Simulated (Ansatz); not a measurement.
Stepwise reaction of `[NH2][Y]([Cl])[Cl]` with ammonia, as a gas-phase model of exchange steps in deposition or etching. ΔE in kJ/mol; ΔG adds harmonic PBE0-D4 terms to CCSD(T)/CBS, at 1 bar.

Isolated molecules relaxed with PBE0-D4/def2-TZVP in Ansatz; ΔE leaves out vibrations. CBS: MP2 limit from def2 TZ/QZ plus the TZ coupled-cluster correction, frozen cores. This one scheme is used for every species. Functionals use def2-TZVPP. B3LYP here is the variant with VWN-RPA as its local correlation; programs differ in this. def2 core potentials past Kr. For Y outer-core shells are correlated without core-valence functions, which leaves a few kJ/mol of doubt a bond. One conformer a species, not always the lowest.

| step | reaction | PBE-D4 | B3LYP-D4 | ωB97M-V | CCSD(T)/CBS | ΔG(600 K) |
| --- | --- | --- | --- | --- | --- | --- |
| 1 | `[NH2][Y]([Cl])[Cl]` + NH₃ → `[NH2][Y]([NH2])[Cl]` + HCl | 129.3 | 133.9 | 135.4 | 135.6 | 125.1 |
| 2 | `[NH2][Y]([NH2])[Cl]` + NH₃ → `[NH2][Y]([NH2])[NH2]` + HCl | 142.7 | 147.8 | 149.3 | 147.7 | 141.6 |

(1) By hand: ΔE of the 2 steps together at CCSD(T)/CBS.

## Answers

(1) (135.6) + (147.7) = 283.3 kJ/mol, or 141.6 kJ/mol a step.

In ΔE each step is higher than the one before. All are uphill at CCSD(T)/CBS. ΔG lies between 125.1 and 141.6 kJ/mol a step. PBE-D4 differs from CCSD(T)/CBS by -6.3 to -5.0 kJ/mol a step. Isolated molecules leave out the surface, adducts and barriers. Largest T1 diagnostic: 0.012.
